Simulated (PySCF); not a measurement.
Compound: C5H3ClO2.
SMILES with atom numbers: `[O:1]=[C:2]([Cl:3])[c:4]1[cH:5][cH:6][cH:7][o:8]1` (hydrogens: H9 on C5; H10 on C6; H11 on C7)

Computed by this run: PBE0-D3(BJ)/def2-SVP geometry optimisation, gas phase in PySCF 2.14.0; density fitting, grid level 1; the optimiser is geomeTRIC in internal coordinates, started from a GFN2-xTB structure.

Step 0: E = -21824.8185 eV
```
atom  x, y, z in Å  |  force x, y, z in eV/Å
O1      3.1393    0.8015    0.5450   -0.310  -0.085   0.092
C2      2.4011    0.9257   -0.3822    0.554   0.145  -0.154
Cl3     3.0084    1.4695   -1.9528    0.163   0.104  -0.275
C4      0.9805    0.6776   -0.4048   -0.461  -0.243   0.583
C5      0.1631    0.2460    0.6228    0.395   0.240  -0.622
C6     -1.1299    0.1645    0.0817    0.141   0.123  -0.341
C7     -1.0099    0.5500   -1.2270   -0.080  -0.124   0.391
O8      0.2474    0.8577   -1.5245    0.225   0.065  -0.059
H9      0.4763    0.0252    1.6220    0.254  -0.128   0.615
H10    -2.0253   -0.1362    0.5851   -0.586  -0.179   0.269
H11    -1.7384    0.6381   -2.0096   -0.295   0.084  -0.498
```

Step 1: E = -21824.8549 eV
```
atom  x, y, z in Å  |  force x, y, z in eV/Å
O1      3.1071    0.7889    0.5561    0.023   0.031  -0.102
C2      2.4113    0.9328   -0.3998   -0.056  -0.057   0.154
Cl3     3.0588    1.4787   -1.9605   -0.042  -0.014   0.035
C4      0.9751    0.6806   -0.4047    0.075   0.064  -0.190
C5      0.1741    0.2491    0.6222   -0.024  -0.046   0.176
C6     -1.1363    0.1613    0.0866   -0.085  -0.037   0.089
C7     -1.0274    0.5460   -1.2216    0.029   0.050  -0.168
O8      0.2378    0.8600   -1.5237    0.013  -0.009   0.036
H9      0.5063    0.0283    1.6358   -0.001   0.012  -0.068
H10    -2.0469   -0.1466    0.5986    0.050   0.014  -0.020
H11    -1.7472    0.6402   -2.0332    0.019  -0.008   0.058
```

Task: Estimate the geometry and energy of step 2. (The exact step hangs on the optimiser's Hessian estimate; all steps are aligned on step 1, rigid shifts and turns removed.)

Result: E = -21824.8562 eV, largest force 0.064 eV/Å
```
atom  x, y, z in Å  |  force x, y, z in eV/Å
O1      3.1159    0.7918    0.5511   -0.030  -0.014   0.010
C2      2.4088    0.9305   -0.3963    0.028   0.003   0.041
Cl3     3.0468    1.4783   -1.9581   -0.007   0.011  -0.050
C4      0.9746    0.6791   -0.4034    0.046   0.007  -0.026
C5      0.1729    0.2480    0.6259   -0.043   0.010  -0.046
C6     -1.1365    0.1623    0.0858   -0.022  -0.010   0.020
C7     -1.0248    0.5468   -1.2243    0.032   0.008  -0.005
O8      0.2408    0.8588   -1.5238   -0.001  -0.014   0.055
H9      0.5056    0.0273    1.6373    0.009  -0.001  -0.005
H10    -2.0469   -0.1441    0.5957   -0.004  -0.001   0.000
H11    -1.7444    0.6407   -2.0341   -0.009   0.000   0.007
```

The energy changes by -0.0013 eV. The first-order estimate −F·Δx gives -0.0031 eV and the mean of the old and new forces, exact on a quadratic surface, -0.0013 eV. The step makes an angle of 68° with the force vector and moves no atom by more than 0.012 Å.

The cost below is that of the whole optimisation. The run took 39 s on one thread of an Intel Xeon Platinum 8488C (shared host), and the process peaked at 0.52 GiB of memory.
